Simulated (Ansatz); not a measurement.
One geometry of C7H13GaO2⁺, that is GaMe2(acac) with one electron fewer, several levels of theory.

```yaml
crystal:
  periodic: [false, false, false]
  atoms:
    - {symbol: Ga, position_ang: [1.190952, -0.012084, 0.830928]}
    - {symbol: C, position_ang: [1.118077, -0.028563, 2.840068]}
    - {symbol: H, position_ang: [0.044624, 0.011729, 3.075988]}
    - {symbol: H, position_ang: [1.665421, 0.857160, 3.187312]}
    - {symbol: H, position_ang: [1.591320, -0.964897, 3.163718]}
    - {symbol: C, position_ang: [3.061674, -0.011452, 0.101623]}
    - {symbol: H, position_ang: [2.932538, -0.054600, -0.989686]}
    - {symbol: H, position_ang: [3.566859, -0.897955, 0.505891]}
    - {symbol: H, position_ang: [3.529711, 0.923119, 0.437785]}
    - {symbol: O, position_ang: [0.136384, 1.375209, 0.087718]}
    - {symbol: C, position_ang: [-0.914274, 1.266128, -0.648487]}
    - {symbol: C, position_ang: [-1.536366, 2.542535, -1.090354]}
    - {symbol: C, position_ang: [-1.458781, 0.013852, -1.027720]}
    - {symbol: C, position_ang: [-0.933107, -1.248784, -0.656321]}
    - {symbol: C, position_ang: [-1.578797, -2.512880, -1.099782]}
    - {symbol: O, position_ang: [0.116727, -1.378320, 0.077828]}
    - {symbol: H, position_ang: [-2.429515, 2.391022, -1.707109]}
    - {symbol: H, position_ang: [-1.792467, 3.143827, -0.202678]}
    - {symbol: H, position_ang: [-0.790917, 3.129262, -1.652235]}
    - {symbol: H, position_ang: [-2.352497, 0.022476, -1.653900]}
    - {symbol: H, position_ang: [-2.444228, -2.344591, -1.750796]}
    - {symbol: H, position_ang: [-1.890304, -3.085955, -0.210544]}
    - {symbol: H, position_ang: [-0.833017, -3.136209, -1.619240]}
basis:
  gaussian: {orbitals: def2-TZVP, fitting: {mean_field: def2-universal-jkfit}, initial_orbitals: start.molden}
total_charge: 1
magnetization: {spin_polarized: true, initial_magnetization: 1}
hamiltonian: {xc: pbe0, dispersion: d4}
scf: {omitted_lower_state_checks: [starts]}
output: {orbitals: {seedname: orbitals}}
```

The file start.molden holds the orbitals of an earlier run on this structure, at another level or in another basis.

```sh
$ ansatz run in.yaml --threads 2 --pin off --events-out ev --progress --plain --max-ram 22528MiB --backend cuda --devices 0, --max-vram 18GiB
```

Output, abridged:

```
Functional definition: PBE0
1179 factors; integrals over basis functions are off by at most 8.7e-1 eV
mean field evaluation 1: about -63915.4119 eV, gradient 1.4e2 eV
mean field evaluation 2: about -63921.3195 eV, gradient 5.6e0 eV
mean field evaluation 4: about -63921.4415 eV, gradient 1.7e-1 eV
mean field evaluation 8: about -63921.4420 eV, gradient 2.6e-5 eV
mean field -63921.44201037 eV, -2349.0696663715 hartree, gradient 2.6e-5 eV, S^2 0.763575; 0 other end points of the search recorded, 0 dependent functions left out
reference -63921.44205469 eV, -2349.0696680003 hartree; 51, 50 occupied and 354, 355 virtual orbitals, 1179 factors
Total energy: -63921.93950210 eV, -2349.0879488555 hartree
Checks for a lower state left out: starts
```

It took 4.7 s on 2 threads of AMD EPYC 7R13 on a shared host and a share (18 GiB) of an NVIDIA H100 80GB HBM3, peak host memory 0.91 GiB.

The first input with `hamiltonian: {xc: pbe, dispersion: d4}` (abridged; 3.7 s):

```
Functional definition: PBE
mean field -63919.67810117 eV, -2349.0048439039 hartree, gradient 2.7e-5 eV, S^2 0.754357
Total energy: -63920.25627585 eV, -2349.0260914315 hartree
Checks for a lower state left out: starts
```

Geometry: r2SCAN-D4/def2-SVP.

Single mean-field runs in def2-TZVP are fitted with def2-universal-jkfit.
